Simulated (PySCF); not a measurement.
Compound: C₇H₈N₂.
Structure used (GFN2-xTB), in Å, numbered top down from 1:
```xyz
17
C7H8N2 angstrom
C     -2.3287   -0.0300   -0.8710
C     -1.7852   -0.2868    0.3020
C     -0.6014    0.4747    0.8562
C     -0.9712    1.0501    2.1325
N     -1.2680    1.4845    3.1465
C      0.5451   -0.4792    1.0605
C      1.6198   -0.5958    0.2805
C      1.9136    0.1798   -0.9158
N      2.9165    0.0526   -1.6691
H     -1.9671    0.7569   -1.5128
H     -3.1638   -0.5995   -1.2406
H     -2.1589   -1.0794    0.9356
H     -0.3332    1.2902    0.1782
H      0.4331   -1.1352    1.9151
H      2.3637   -1.3434    0.5340
H      1.2043    0.9465   -1.2117
H      3.5743   -0.6739   -1.3837
```

IAO charges (e) from the PBE0/pcSseg-1 density (PySCF), one withheld:

```tsv
atom	bonded to	charge
C1	C2 H10 H11	-0.2995
C2	C1 C3 H12	-0.1271
C3	C2 C4 C6 H13	?
C4	C3 N5	+0.1418
N5	C4	-0.2366
C6	C3 C7 H14	-0.1134
C7	C6 C8 H15	-0.1804
C8	C7 N9 H16	+0.0340
N9	C8 H17	-0.4161
H10	C1	+0.1514
H11	C1	+0.1652
H12	C2	+0.1570
H13	C3	+0.1749
H14	C6	+0.1639
H15	C7	+0.1563
H16	C8	+0.1374
H17	N9	+0.2414
```

Problem. What is the charge on C3?

Solution. The charges add up to the total charge, 0. The others sum to +0.1502, which leaves -0.1502 e for C3 (sp3 carbon next to a nitrile); the computed value is -0.1501, the difference coming from rounding.

Problem. Add each hydrogen's charge to the atom that carries it.

Solution. C1 +0.0171, C2 +0.0299, C3 +0.0248, C6 +0.0505, C7 -0.0241, C8 +0.1714, N9 -0.1747. Atoms without hydrogen keep their charges.

Problem. Across which bond do the charges differ most?

Solution. H17–N9: +0.2414 on H17 against -0.4161 on N9, a difference of 0.6575 e. The lower charge is on the more electronegative element of the two (Pauling values: N 3.04, H 2.20).

Problem. Take the bonds between elements whose Pauling electronegativities differ by more than 0.25. In how many does the more electronegative atom carry the lower charge?

Solution. In 10 of 10.

Problem. How much positive and how much negative charge does this set hold in all?

Solution. +1.5233 e on 10 atoms and -1.5232 e on 7.

The IAO scheme projects the occupied orbitals on a minimal set of polarised atomic orbitals and counts the electrons in each atom's part of it. Geometry: GFN2-xTB, one conformer, isolated molecule.
